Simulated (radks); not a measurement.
Species: O. Configuration: [He] 2s2 2p4.

Calculated with a radial shooting solver on a logarithmic mesh with Libxc functionals: non-relativistic Kohn-Sham, BLYP, spin-polarised, spherical densities, point nucleus; open shells are filled with parallel spins first.

Energy parts (hartree):
part                      energy
total                  -75.07859
kinetic                 74.89645
electron-nucleus      -178.07058
Hartree                 36.51367
exchange-correlation    -8.41813

Orbitals (lengths in bohr, moments of r in powers of bohr; r(90%) holds 90 % of the orbital's charge):
| orbital | occ. | eigenvalue (hartree) | <r^4> | <1/r> | <r> | r(90%) |
|---|---|---|---|---|---|---|
| 1s up | 1 | -18.92905 | 0.007661 | 7.618 | 0.2000 | 0.358 |
| 1s down | 1 | -18.88452 | 0.007576 | 7.630 | 0.1995 | 0.357 |
| 2s up | 1 | -0.91856 | 4.826 | 1.295 | 1.130 | 1.82 |
| 2s down | 1 | -0.80263 | 5.655 | 1.260 | 1.163 | 1.88 |
| 2p up | 3 | -0.37375 | 10.74 | 1.130 | 1.229 | 2.15 |
| 2p down | 1 | -0.26600 | 17.45 | 1.065 | 1.343 | 2.40 |

The highest occupied level is 2p down at -7.238 eV. The electron density at the nucleus is 313.5 e/bohr^3. Virial ratio -V/T = 2.00243. For comparison, the ionisation energy in NIST's Atomic Spectra Database is 13.618 eV (measured). In exact Kohn-Sham theory the highest level is minus the ionisation energy, but local and semilocal functionals leave it too shallow, through self-interaction and a potential that decays too fast; potentials with the right tail come closer. Summed over all electrons, <r^2> = 11.79 bohr^2, which gives a Langevin (diamagnetic) susceptibility term of -9.33 x 10^-6 cm^3/mol. The density falls to 0.001 e/bohr^3 at r = 3.29 bohr.

Run on one thread of a shared host, so times are rough (Arm Neoverse N1): 0.13 s of CPU time, 0.13 s wall, 14 iterations on 2597 mesh points.
